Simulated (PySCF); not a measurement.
PySCF job for GaFClBr, SMILES [Br][Ga]([F])[Cl], PBE0/pcSseg-1. The structure is a stationary point at B3LYP-D3(BJ)/def2-SVP.

```python
import numpy as np
from pyscf import gto, scf, dft
from pyscf.prop.nmr import rks as nmr

mol = gto.M(
    atom='''
    Ga   -0.32255769    0.49250808   -0.00000000
    F    -2.02041484    0.89238680    0.00000000
    Cl    1.06506515    2.10873515    0.00000000
    Br    0.28791184   -1.68993511    0.00000000
    ''',
    basis='pcSseg-1',
    charge=0,
    spin=0,
    max_memory=1600,
    verbose=3,
)
mf = dft.RKS(mol, xc='pbe0')
mf.grids.level = 3
mf.conv_tol = 1e-10
mf.max_cycle = 100
mf.kernel()
n = nmr.NMR(mf)
n.verbose = 2
n.max_cycle_cphf = 60
sigma = n.kernel()
print('atom   isotropic/ppm   span/ppm')
for i, s in enumerate(sigma):
    w = np.linalg.eigvalsh((s + s.T) / 2)
    print(f'{mol.atom_symbol(i):2s}{i + 1:3d} {w.mean():14.3f} {w[2] - w[0]:11.3f}')
```

Log of the run:

```
converged SCF energy = -5057.9106977248
atom   isotropic/ppm   span/ppm
Ga  1       1458.572     529.346
F   2        279.520     221.074
Cl  3        868.754     353.643
Br  4       2544.894     716.062
```

The calculation finished and met its thresholds.
